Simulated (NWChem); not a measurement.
# Correlation energy of CHF

```xyz
3

C      0.5606    -0.4527     0.0000
F     -0.5266     0.2642     0.0000
H      1.3753     0.3381     0.0000
```
Charge 0, spin multiplicity 1.

The numbers come from NWChem runs, not from measurements. All single points use one geometry, from B3LYP/def2-SVP, a minimum by its harmonic frequencies.

Basis set: cc-pVTZ. Each correlation energy counts from its own Hartree-Fock reference.

The correlated methods keep 2 core orbitals frozen. The structure started from a generated list of species. No row is a measurement; the coupled-cluster row has its own basis-set and correlation limits.

```json
[
 {"method": "RI-MP2", "correlation energy (mHa)": "-387.2"},
 {"method": "MP2", "correlation energy (mHa)": "-387.2"},
 {"method": "SCS-MP2", "correlation energy (mHa)": "?"},
 {"method": "CR-CCSD[T]", "correlation energy (mHa)": "?"},
 {"method": "CR-CCSD(T)", "correlation energy (mHa)": "?"},
 {"method": "CCSD", "correlation energy (mHa)": "?"},
 {"method": "CCSD+T(CCSD)", "correlation energy (mHa)": "-419.4"},
 {"method": "CCSD(T)", "correlation energy (mHa)": "-418.2"}
]
```

Q: Fill in the missing entries.

A: 
- SCS-MP2, correlation energy (mHa): -384.6
- CR-CCSD[T], correlation energy (mHa): -416.7
- CR-CCSD(T), correlation energy (mHa): -415.8
- CCSD, correlation energy (mHa): -404.2
